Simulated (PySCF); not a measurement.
C₅H₃F₄S (doublet state).
SMILES with atom numbers: `[F:1][C@@H:2]1[CH:3][S:4][C:5]([C:6]([F:7])([F:8])[F:9])=[CH:10]1` (hydrogens: H11 on C2; H12 on C3; H13 on C10)

Geometry (GFN2-xTB, Å), atoms numbered from 1 in this order:
```
atom  x, y, z in Å
F1    -2.2090    0.8089   -1.3584
C2    -1.6850    0.0446   -0.2923
C3    -1.5095    0.8565    0.9292
S4     0.1010    1.0290    1.4317
C5     0.6499   -0.0282    0.1459
C6     2.1021   -0.3601    0.0400
F7     2.5534   -1.0133    1.1241
F8     2.3584   -1.1454   -1.0136
F9     2.8719    0.7295   -0.0911
C10   -0.3314   -0.4726   -0.6506
H11   -2.4333   -0.7576   -0.1771
H12   -2.2895    1.4157    1.4007
H13   -0.1833   -1.1065   -1.5062
```

The hyperfine couplings belong to this conformer and change with its torsions.

Method: UKS B3LYP, pcH-1 on C F H S, non-relativistic, mean-field spin-orbit, GIAO (PySCF). Isolated species at its GFN2-xTB geometry, gas phase. Couplings are sensitive to structure, and on GFN2-xTB geometries they can be far from those on DFT ones. Stability of the SCF solution: not tested.

Principal values of hyperfine tensors in MHz (contact, dipolar and spin–orbit terms together), for some of the nuclei:

| atom | isotope | A1 | A2 | A3 |
| --- | --- | --- | --- | --- |
| F1 | 19F | 275.20 | 277.14 | 620.55 |
| C3 | 13C | 13.88 | 14.89 | 207.69 |
| H12 | 1H | -81.22 | -52.46 | -18.75 |
| C2 | 13C | -14.74 | -12.23 | -8.85 |
| F9 | 19F | 4.11 | 6.91 | 20.14 |
| C10 | 13C | 0.55 | 3.44 | 24.85 |
| H13 | 1H | -12.84 | -9.49 | -1.42 |
| C5 | 13C | -10.89 | -4.72 | -3.87 |

Give the isotropic coupling of each nucleus in MHz and in mT (g = 2.0032), and the anisotropic part.

a_iso is a third of the trace, T = A − a_iso, and a(mT) = a(MHz)/(g × 13.996). The tensors hold a spin–orbit part: the run splits a_iso into a_FC + a_SO, and T includes its anisotropic share.

```
atom  a_iso (MHz)    a_FC   a_SO  a_iso (mT)       T1       T2      T3
  F1       390.96  389.63   1.33      13.944  -115.76  -113.82  229.59
  C3        78.82   78.52   0.30       2.811   -64.94   -63.93  128.87
 H12       -50.81  -50.90   0.09      -1.812   -30.41    -1.65   32.06
  C2       -11.94  -11.92  -0.02      -0.426    -2.80    -0.29    3.09
  F9        10.39   10.40  -0.02       0.370    -6.28    -3.48    9.76
 C10         9.61    9.62  -0.01       0.343    -9.06    -6.17   15.23
 H13        -7.92   -7.92   0.00      -0.282    -4.92    -1.57    6.50
  C5        -6.49   -6.39  -0.11      -0.232    -4.39     1.77    2.62
```

What spin density at the nucleus of C5 lies behind its contact coupling (g_N = 1.40482)?

a_FC = (2μ0/3) gₑ μB g_N μN ρ(0)/(2S·h) = 800.24 MHz × g_N × ρ(0)/(2S), with ρ in bohr⁻³. With a_FC = -6.39 MHz and 2S = 1, ρ(0) = -0.00568 bohr⁻³.

H11 (1H, g_N = 5.58569) isn't in the table. Its spin density at the nucleus is 0.02078 bohr⁻³. What is its contact coupling?

By the same relation, a_FC = 92.9 MHz. Its full tensor has the principal values 87.20, 91.91, 99.48 MHz.

Name the largest traceless tensor T of the table and describe it.

F1: -115.8, -113.8, 229.6 MHz (the dipolar term alone has -116.9, -114.1, 231.0), axial, in the ratio −1:−1:+2.
